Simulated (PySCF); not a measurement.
Compound: C₆H₄NP.
Geometry (GFN2-xTB, Å), atoms numbered from 1 in this order:
```xyz
12
C6H4NP angstrom
N      3.1147   -1.2670   -0.1974
C      2.0542   -0.8353   -0.1308
C      0.7473   -0.3037   -0.0488
C     -0.3322   -1.1880    0.0234
C     -1.6392   -0.7704    0.1063
P     -2.1734    0.8835    0.1315
C     -0.6407    1.6974    0.0308
C      0.5874    1.0843   -0.0431
H     -0.1150   -2.2488    0.0135
H     -2.4125   -1.5265    0.1606
H     -0.6702    2.7799    0.0281
H      1.4807    1.6939   -0.1002
```

Definitions: NICS(0) = −σiso at the ring centroid; NICS(1) = −σiso and NICS(1)zz = −σzz at ±1 Å along the ring normal z. Level: GIAO PBE0/pcSseg-1 (PySCF, non-relativistic, gas phase) on the GFN2-xTB geometry, one conformer.

Ring bond lengths (Å), with Mayer bond orders in brackets: C3–C4 1.397 (1.36), C4–C5 1.375 (1.48), C5–P6 1.738 (1.30), P6–C7 1.738 (1.30), C7–C8 1.375 (1.48), C8–C3 1.397 (1.36).

Task: What do the NICS probes read (ppm)?

Result: 
```
             ring                                               type  NICS(0)  NICS(1), two faces  NICS(1)zz, two faces  rms pucker (Å)  centre to ring atoms, mean (Å)
C3–C4–C5–P6–C7–C8  6-membered ring with P; formal bonds all aromatic     -7.6       -10.6 / -10.6         -26.1 / -26.2            0.00                            1.50
```

Task: What can be read from them?

Result: 
- C3–C4–C5–P6–C7–C8: mean NICS(1)zz -26.1 ppm, shielded.

Task: How equal are the bonds by HOMA? HOMA = 1 − mean of α(R − Ropt)² over the ring bonds, with Krygowski's 1993 parameters (CC: Ropt 1.388 Å, α 257.7 Å⁻²; CP: Ropt 1.698 Å, α 118.91 Å⁻²).

Result: 
- C3–C4–C5–P6–C7–C8: HOMA 0.91; the largest term is that of P6–C7, α(R − Ropt)² = 0.19.

Task: At the second NICS(1) probe listed for ring C3–C4–C5–P6–C7–C8, 1 Å off the ring, how large is the induced field along the normal in 7.05 T applied along it?

Result: NICSzz × B0 = -26.2 ppm × 7.05 T = -185 μT, against the applied field.
